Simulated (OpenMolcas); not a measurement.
W3+.

```yaml
Program: OpenMolcas
Method: CASSCF
Basis: ANO-RCC-VTZP [8s7p5d3f2g1h]
Scalar_Hamiltonian: DKH2, point nucleus
Active_space: 3 electrons in 10 orbitals (5d 6d)
State_averaging: 2S+1 = 4 even, 10 roots; 2S+1 = 2 even, 40 roots
Spin-orbit_coupling: RASSI with atomic mean-field integrals over the reference wave functions, term energies averaged over their components
```

Levels without dynamic correlation, in cm⁻¹ above 5d³ ⁴F_3/2:

```json
{"Level": "5d³ ²D_5/2(1)", "E": "27374"}
{"Level": "5d³ ²G_7/2", "E": "17719"}
{"Level": "5d³ ⁴P_5/2", "E": "19469"}
{"Level": "5d³ ²F_7/2", "E": "34655"}
{"Level": "5d³ ²D_5/2(2)", "E": "51855"}
```

On this reference, MS-CASPT2, IPEA 0.25 Eh, imaginary shift 0.1 Eh (closed shells correlated: 5s 5p) puts 5d³ ²D_5/2(1) at 24540 cm⁻¹.

Q: Estimate the other levels at that method by one scale factor, and say how well it serves.

A: The factor is 24540 / 27374 = 0.896. Scaled values beside those that MS-CASPT2 gives and measured ones (the list in J. Phys. B 45, 035001 (2012)):
```csv
Level,Scaled,MS-CASPT2,Miss (%),Measured
5d³ ²G_7/2,15876,16080,-1.3,15261
5d³ ⁴P_5/2,17444,18150,-3.9,17190
5d³ ²F_7/2,31051,30770,+0.9,28412
5d³ ²D_5/2(2),46462,46830,-0.8,43287
```
For these levels the scaled values miss MS-CASPT2 by up to 3.9 %, as correlation changes each term by its own factor, spin-orbit parts do not scale and CASPT2 has its own spread within terms. This holds within one configuration; levels of others move differently, and the target method has errors of its own against measurement.

Term energies are means over components that CASPT2 splits; among the terms shown or strongly mixed into the levels shown the widest spread is 510 cm-1 (5d³ ⁴F, MS-CASPT2). Over all roots computed the reference weight is 0.90 to 0.96 in MS-CASPT2; the roots of lowest weight are the least certain, and an intruder state may touch them. Active for correlation alone: 6d; no level in the range computed is led by a configuration that fills it, so any true level of that kind is missing. Without dynamic correlation excited terms often stand tens of per cent too high (terms of higher spin than the ground term too low), and those without a measured partner can miss by more than the paired ones (holds for CASSCF). Some levels mix across a computed gap that differs much from the measured one, so their mixing is not that of the real levels (holds for CASSCF). Computed and measured levels are paired by configuration, term and J; levels that our copy of the source lacks, or whose pairing is in doubt (as where it misses far off the trend of its configuration), stay unpaired and out of the deviations. Only configurations of the active space appear.

A number in round brackets counts repeated terms of one configuration in the order of the reference energies.
